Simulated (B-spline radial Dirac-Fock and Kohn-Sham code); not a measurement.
EELS cross sections of the La O1 (5s) edge

System: the La atom, 1s2 2s2 2p6 3s2 3p6 3d10 4s2 4p6 4d10 5s2 5p6 5d1 6s2. These are calculated numbers from a radial atomic solver; the model is the first Born approximation with generalised oscillator strengths from a Dirac-Hartree-Slater potential (longitudinal and transverse terms; continuum final states only, so no white lines or fine structure). The edge is taken at 43.06 eV (orbital energy of the model).

Partial cross sections σ(β, Δ) in barn, integrated over a window Δ above the edge and up to the collection semi-angle β, for parallel illumination:

```csv
E₀ (kV),β (mrad),Δ = 25 eV,Δ = 50 eV,Δ = 100 eV,Δ = 200 eV,Δ = 300 eV
60,10,7000,9990,12800,14500,15000
60,20,19200,25100,29100,31500,32200
60,100,?,?,?,?,?
80,20,18600,24800,28500,30600,31300
80,50,25900,39200,51800,59100,60800
100,5,3180,4950,6650,7680,7970
100,10,6930,9460,11700,13200,13600
100,20,17700,24200,28000,30000,30600
100,50,21800,33100,43900,50800,52700
120,10,7060,9520,11600,13000,13400
120,20,16800,23500,27500,29300,29900
200,20,13500,20200,25100,27000,27500
300,5,3370,4740,6040,6890,7160
300,20,11100,16800,22000,24500,25000
```

Q: Give the row for 60 kV and 100 mrad.

A: 32600 b for 25 eV, 49500 b for 50 eV, 65500 b for 100 eV, 76200 b for 200 eV, 80300 b for 300 eV.
